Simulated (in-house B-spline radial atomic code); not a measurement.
**One electron outside the 1s2 core: Pr56+**

Computed with an all-electron radial atomic-structure program (B-spline basis), no-pair Dirac-Coulomb Hamiltonian, finite nucleus. Rungs: frozen-core Dirac-Hartree-Fock (DHF); Brueckner orbitals from the second-order correlation potential; the same with the Coulomb interaction screened by the core and the hole-particle interaction summed; Breit and QED terms from differences of relaxed Dirac-Fock atoms, where computed. Partial waves beyond l = 6 are extrapolated. The tables show a selection of states; those near core-excited levels, with erratic corrections or far from their DHF start are never shown.

Removal energies (eV):

| state | DHF | second order | screened | Breit + QED | final |
| --- | --- | --- | --- | --- | --- |
| 2s1/2 | 11911.8 | 11912 | 11912 | -16.2 | 11895.8 |
| 2p1/2 | 11774.7 | 11775.1 | 11775.1 | -15.3 | 11759.9 |
| 2p3/2 | 11218.2 | 11218.6 | 11218.6 | -6.65 | 11211.9 |
| 3s1/2 | 5200.89 | 5200.94 | 5200.94 | -4.79 | 5196.16 |
| 3p1/2 | 5163.04 | 5163.16 | 5163.16 | -4.24 | 5158.92 |
| 3p3/2 | 4997.77 | 4997.86 | 4997.86 | -1.92 | 4995.94 |
| 3d3/2 | 4984.76 | ? | ? | ? | ? |
| 3d5/2 | 4936.01 | 4936.04 | 4936.04 | -0.142 | 4935.9 |
| 4s1/2 | 2891.66 | 2891.68 | 2891.68 | - | - |
| 4p1/2 | 2876.19 | 2876.23 | 2876.23 | - | - |
| 4p3/2 | 2806.79 | 2806.82 | 2806.82 | - | - |
| 4d3/2 | 2801.36 | 2801.37 | 2801.37 | -0.0849 | 2801.29 |
| 4d5/2 | 2780.7 | 2780.72 | 2780.72 | -0.0705 | 2780.65 |
| 4f5/2 | 2780.42 | 2780.42 | 2780.42 | - | - |
| 4f7/2 | 2770.32 | ? | ? | ? | ? |
| 5s1/2 | 1836.19 | 1836.2 | 1836.2 | - | - |
| 5p1/2 | 1828.4 | 1828.43 | 1828.43 | - | - |
| 5p3/2 | 1793.04 | 1793.05 | 1793.05 | - | - |
| 5d3/2 | 1790.28 | 1790.28 | 1790.29 | - | - |
| 5d5/2 | 1779.7 | 1779.7 | 1779.7 | - | - |
| 5f5/2 | 1779.53 | 1779.54 | 1779.54 | - | - |

Question: What does correlation do to 3d3/2?

Answer: It adds 0.03853 eV to the removal energy in second order and 0.03883 eV with screening; Breit and QED add -0.141 eV, for a final 4984.66 eV.

Question: What does correlation do to 4f7/2?

Answer: It adds 0.003233 eV to the removal energy in second order and 0.003254 eV with screening, giving 2770.32 eV before Breit and QED terms, which weren't computed for this state.

Question: How does the lowest state compare with the NIST ionisation energy?

Answer: 2s1/2 is bound by 11895.8 eV, without recoil; NIST lists 11895.89 ± 0.06 eV (tabulated theory), a difference of -0.11 eV.

Electric-dipole lines from 2s1/2 (reduced matrix elements in atomic units, length form, static core polarisation, sign of DHF taken positive):

```json
{"upper": "2p1/2", "DHF": "0.06838", "+ core polarisation": "0.06831", "+ Brueckner": "0.0683", "λ (nm)": "9.1221", "A (s⁻¹)": "6.23e+09"}
{"upper": "2p3/2", "DHF": "0.1013", "+ core polarisation": "0.1012", "+ Brueckner": "0.1012", "λ (nm)": "1.813", "A (s⁻¹)": "8.71e+11"}
```

Magnetic hyperfine constants per unit nuclear g factor (MHz, nucleus as a uniformly magnetised ball; they apply to isotopes with nuclear spin):

```tsv
state	DHF	+ core polarisation	+ Brueckner
2s1/2	9.209e+06	9.325e+06	9.326e+06
2p1/2	2.986e+06	3.012e+06	3.013e+06
2p3/2	424200	404200	404200
3s1/2	2.71e+06	2.741e+06	2.741e+06
3p1/2	898700	904600	904700
3p3/2	128500	123900	123900
```
